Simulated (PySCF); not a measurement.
Ge(I)4, GeI4, SMILES [I][Ge]([I])([I])[I], singlet (CAM-B3LYP/def2-SVP optimised geometry):

```
5

I      1.677    -1.186     0.000
Ge    -0.839    -1.186     0.000
I     -1.678    -2.369    -2.056
I     -1.677     1.186     0.000
I     -1.676    -2.374     2.054
```

Method: CAM-B3LYP/def2-TZVP, def2 effective core potentials past Kr run with PySCF 2.14.0.

What are the frontier orbital energies and the dipole moment?

HOMO-2 -9.01 eV, HOMO-1 -9.01 eV, HOMO -9.01 eV, LUMO -2.58 eV, LUMO+1 0.03 eV; dipole moment 0.00 D.

On the same geometry PBE/def2-TZVP, def2 effective core potentials past Kr (PySCF) gives HOMO-2 -6.65 eV, HOMO-1 -6.65 eV, HOMO -6.65 eV, LUMO -4.16 eV, LUMO+1 -1.76 eV; dipole moment 0.00 D.
